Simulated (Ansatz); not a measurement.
Input for Ansatz (an electronic-structure program): R-SVWN5/def2-TZVPP on H2SSi (SMILES [SiH]S), a point of a torsion scan.

Ansatz 0.2 input:
```yaml
crystal:
  periodic: [false, false, false]
  atoms:
    - {symbol: Si, position_ang: [0.96385535, 0.62160443, -0.45850748]}
    - {symbol: S, position_ang: [-1.04459848, 0.52012208, 0.46050189]}
    - {symbol: H, position_ang: [1.50450646, -0.58220846, 0.21718977]}
    - {symbol: H, position_ang: [-1.53800991, -0.23480935, -0.50975210]}
basis:
  gaussian:
    orbitals: def2-TZVPP
hamiltonian:
  xc: {name: SVWN5}
scf: {lower_state_search: off}
```

Task: What total energy does the run end on?

Result: -686.3173 hartree.
